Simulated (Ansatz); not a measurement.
AlH2I (`[AlH2][I]`). The species carries charge 0 and has multiplicity 1. I takes the def2 core potential.

Question: What are the harmonic wavenumbers in cm⁻¹ at PBE0-D4/def2-TZVP (Ansatz, finite differences of forces, unscaled)? (An estimate is asked.)

Answer: Computed: 353, 463, 575, 763, 1952, 1971.

Question: Is this a minimum?

Answer: Yes, all 6 modes are real.

Question: Give the ideal-gas thermochemistry at 298.15 K and 1 bar (rigid rotor, harmonic oscillator; point group C2v, symmetry number 2).

Answer: Zero-point energy 36.3 kJ/mol; H(298) − E = 48.6 kJ/mol; entropy 273.2 J/(mol·K), of which translation 171.8, rotation 90.3, vibration 11.1; G(298) − E = -32.9 kJ/mol.

Question: And at 400, 500, 600, 800 and 1000 K?

Answer: 
```json
{"T (K)": "400", "H − E (kJ/mol)": "54.3", "S (J/mol/K)": "289.6", "G − E (kJ/mol)": "-61.6"}
{"T (K)": "500", "H − E (kJ/mol)": "60.3", "S (J/mol/K)": "303.0", "G − E (kJ/mol)": "-91.2"}
{"T (K)": "600", "H − E (kJ/mol)": "66.7", "S (J/mol/K)": "314.7", "G − E (kJ/mol)": "-122.1"}
{"T (K)": "800", "H − E (kJ/mol)": "80.3", "S (J/mol/K)": "334.2", "G − E (kJ/mol)": "-187.1"}
{"T (K)": "1000", "H − E (kJ/mol)": "94.7", "S (J/mol/K)": "350.3", "G − E (kJ/mol)": "-255.6"}
```
